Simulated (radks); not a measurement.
Excited configurations of Sb+: one electron is placed in a higher orbital outside [Kr] 4d10 5s2 5p1. The ground configuration is [Kr] 4d10 5s2 5p2. Calculated with a radial shooting solver on a logarithmic mesh with Libxc functionals: Dirac Kohn-Sham, PBE, spin-unpolarised, spherical densities, point nucleus; open shells are shared between the two j in proportion to 2j + 1. Excitation = E - E(ground); binding = E(ion) - E, where the ion is the core of charge +2; n* = 2/sqrt(2 binding) in atomic units, and the quantum defect is n - n*. Eigenvalue and <r> are those of j = l + 1/2.

| outer orbital | excitation (eV) | binding (eV) | n* | quantum defect | eigenvalue (eV) |
|---|---|---|---|---|---|
| 4f | 12.347 | 3.642 | 3.866 | 0.134 | -2.499 |
| 6s | 7.906 | 8.083 | 2.595 | 3.405 | -6.265 |
| 6d | 12.056 | 3.933 | 3.720 | 2.280 | -2.991 |
| 7s | 11.639 | 4.350 | 3.537 | 3.463 | -3.450 |
| 7p | 12.410 | 3.579 | 3.899 | 3.101 | -2.796 |
| 7d | 13.478 | 2.511 | 4.655 | 2.345 | -1.977 |
| 7f | 14.652 | 1.337 | 6.379 | 0.621 | -1.066 |

The Delta-SCF ionisation energy is 15.989 eV (NIST Atomic Spectra Database: 16.63 eV, measured). Self-interaction in the functional shifts the binding energies and quantum defects, so they are the method's values and not measured ones. Spin polarisation and multiplet splitting are left out, so open shells lie too high by an amount that depends on their filling. Sharing an open shell by 2j + 1 raises it above the true ground level by a part of the spin-orbit splitting, which enters the differences from NIST.

Beside tabulated values, note that spin-unpolarised runs miss the spin-polarisation part of the exchange energy of open shells.
